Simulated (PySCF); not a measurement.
# Calculated NMR parameters of C=CO/C=C\C(=O)OC

```yaml
Formula: C6H8O3
SMILES: C=CO/C=C\C(=O)OC
Point_group_of_the_computed_structure: Cs
Degrees_of_unsaturation: 3
Carbon_signals: 6
Proton_signals: 6
```

Bonds (- single, = double, # triple, : aromatic): C1=C2, C2-O3, O3-C4, C4=C5, C5-C6, C6=O7, C6-O8, O8-C9. C1 carries H10, H11; C2 carries H12; C4 carries H13; C5 carries H14; C9 carries H15, H16, H17. Stereochemistry as in C=CO/C=C\C(=O)OC. H10 is cis to O3; H11 is trans to O3.

Computed data (PySCF 2.14.0 with density-fitted response routines): GFN2-xTB structure, PBE0/pcSseg-1 with gauge-including orbitals. A single conformation, gas phase, equivalent nuclei averaged, relativity neglected.

Referencing at the same level of theory: 1H, 13C vs TMS; 17O against H2O.

| carbon | δC, type | δH (multiplicity) | HMBC from (2–3 bonds) | span of the C tensor (ppm) |
| --- | --- | --- | --- | --- |
| C1 | 101.9, CH2 | H10 5.31 (m); H11 4.73 (m) | H12 | 185 |
| C2 | 157.6, CH | 6.57 (m) | H13, H10, H11 | 156 |
| C4 | 161.5, CH | 6.64 (d) | H12, H14 | 158 |
| C5 | 103.7, CH | 5.13 (d) | H13 | 144 |
| C6 | 170.3, C | – | H13, H14, H15/H16/H17 | 153 |
| C9 | 52.9, CH3 | 3.84 (s) | – | 72 |

Other nuclei:
| atoms | nucleus | environment | δ (ppm) | σ (ppm) |
| --- | --- | --- | --- | --- |
| O7 | 17O | ester carbonyl oxygen | 430.5 | -94.5 |
| O3 | 17O | ether oxygen | 222.7 | 113.4 |
| O8 | 17O | ester alkoxy oxygen | 192.5 | 143.6 |

- Carbon types of the structure: 1 × C, 3 × CH, 1 × CH2, 1 × CH3, which accounts for all hydrogens.
- δC 170.3: ester carbonyl carbon; it is a carbonyl in resonance with an O or N lone pair, the region of acids, esters and amides.
- δC 161.5, 157.6: alkene carbon bearing oxygen; an sp2 carbon further deshielded by the attached heteroatom.
- δC 103.7, 101.9: β carbon of an enol-ether or enamine type C=C; the O or N lone pair pushes π density onto this β carbon and shields it.
- δC 52.9: methyl carbon bonded to O; the inductive effect lowers its shielding.
- δH 3.84: hydrogen on a methyl carbon bonded to O; its carbon carries O, which withdraws density.

Shifts are as computed. Against solution values, carbons near 30 ppm lie about +3 ppm off and those near 130 ppm about +5 ppm. Of 1211 compounds with measured shifts, 218 miss one by over three times the rms of a fit or turn the order of signals round; such compounds aren't used in these exercises. Unscaled 17O shifts of doubly bonded oxygen tend to come out too high, by tens of ppm or more. Experimental scales use liquid or dissolved standards, which lie at an offset from isolated H2O (liquid H2O: subtract about 36 ppm). Multiplicities follow the n + 1 count of equivalent neighbours, as no J values were calculated; m marks all less simple cases, F and P coupling included.
